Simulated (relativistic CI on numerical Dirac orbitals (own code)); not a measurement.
Slater and spin-orbit integrals, Ca⁶⁺

Method of calculation: Dirac-Coulomb-Breit CI, KLI orbitals optimised for each configuration, model QED (radiative potential, 1s self-energy scaled to tabulated hydrogen-like ionisation energies), unscaled Slater integrals (own radial code, finite nucleus).

Slater integrals F^k, G^k are unscaled and averaged over j, outside the closed core [Ne]; ζ comes from projecting the Hamiltonian with its Breit term on Σ l·s of the shell.

- 3s²3p²: F^2(3p,3p) = 92671, ζ(3p) = 2694.2 cm⁻¹; <r>(3p) = 1.089, <r^2>(3p) = 1.367 (bohr units).
- 3s3p³: F^2(3p,3p) = 92657, G^1(3s,3p) = 123660, ζ(3p) = 2688.7 cm⁻¹; <r>(3s) = 1.049, <r^2>(3s) = 1.254, <r>(3p) = 1.089, <r^2>(3p) = 1.367 (bohr units).
- 3s²3p3d: ζ(3p) = 2713.7, F^2(3p,3d) = 88815, G^1(3p,3d) = 107880, G^3(3p,3d) = 67812, ζ(3d) = 97.25 cm⁻¹; <r>(3p) = 1.089, <r^2>(3p) = 1.368, <r>(3d) = 1.125, <r^2>(3d) = 1.489 (bohr units).

Averages of the first 10 configurations, taken without configuration mixing, which lowers the lowest level and can move excited configurations by several eV; other configurations of the list can lie among them:

| Configuration | Parity | States | Average energy above the lowest level (eV) |
| --- | --- | --- | --- |
| 3s²3p² | even | 15 | 4.5 |
| 3s3p³ | odd | 40 | 26.3 |
| 3s²3p3d | odd | 60 | 37.0 |
| 3p⁴ | even | 15 | 52.4 |
| 3s3p²3d | even | 300 | 57.0 |
| 3p³3d | odd | 200 | 81.2 |
| 3s²3p4s | odd | 12 | 64.0 |
| 3s3p3d² | odd | 540 | 88.9 |
| 3s²3p4p | even | 36 | 71.6 |
| 3s²3p4d | odd | 60 | 81.8 |
